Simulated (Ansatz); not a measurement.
Ansatz results at the PBE0-D4/def2-TZVP geometry: HOMO–LUMO gap (PBE/def2-TZVPP) 5.98 eV; HOMO energy (PBE0/def2-TZVPP) -7.98 eV; HOMO energy (PBE/def2-TZVPP) -6.62 eV.

Each molecule was computed in one conformer, which needn't be the lowest.

(1) Which molecule gave them?
A. `C[SiH]1NB1O`
B. `CCC[SiH2]O`
C. `CO[SiH](C)C`
D. `B[CH2][AlH2]`

Answers

(1) B. The others give `CO[SiH](C)C`: 6.66, -7.77, -6.28; `B[CH2][AlH2]`: 4.28, -8.32, -7.17; `C[SiH]1NB1O`: 4.95, -6.76, -5.63.
